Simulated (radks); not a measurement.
The numbers below are computed, except where a source is named.
Q: All-electron atom: Zr4+ in [Ar] 3d10 4s1.75 4p6 5s0.25 (fractional occupations, a model configuration). Level of theory: scalar-relativistic Kohn-Sham, TASK exchange with Perdew-Wang LDA correlation, spin-polarised, spherical densities, finite nucleus; open shells are filled with parallel spins first (spin-orbit coupling, left out, can overturn this in heavy ions); meta-GGA in the generalised Kohn-Sham scheme; Fermi nuclear charge, rms radius 4.2694 fm (a radial shooting solver on a logarithmic mesh with Libxc functionals). Some entries of the table are withheld. Estimate them.

orbital,occ.,eigenvalue (eV),<1/r> (bohr^-1),<r^2> (bohr^2)
1s up,1,-17913.75,41.22,0.001858
1s down,1,-17913.67,41.22,0.001858
2s up,1,-2537.233,9.253,0.03126
2s down,1,-2537.196,9.253,0.03126
2p up,3,-2266.607,9.007,0.02461
2p down,3,-2266.560,9.007,0.02461
3s up,1,-459.9042,3.147,0.2413
3s down,1,-459.8178,3.147,0.2412
3p up,3,-370.9352,2.987,0.2489
3p down,3,-370.8357,2.988,0.2487
3d up,5,(1),2.744,0.2469
3d down,5,(2),2.745,0.2465
4s up,1,(3),1.140,1.600
4s down,0.75,(4),1.138,1.604
4p up,3,-76.1679,(5),1.934
4p down,3,-75.7153,(6),1.932
5s up,0.25,-31.3177,0.4743,8.927

A: 
(1) 3d up eigenvalue (eV): -224.3227
(2) 3d down eigenvalue (eV): -224.2017
(3) 4s up eigenvalue (eV): -100.2435
(4) 4s down eigenvalue (eV): -99.7670
(5) 4p up <1/r> (bohr^-1): 1.025
(6) 4p down <1/r> (bohr^-1): 1.024
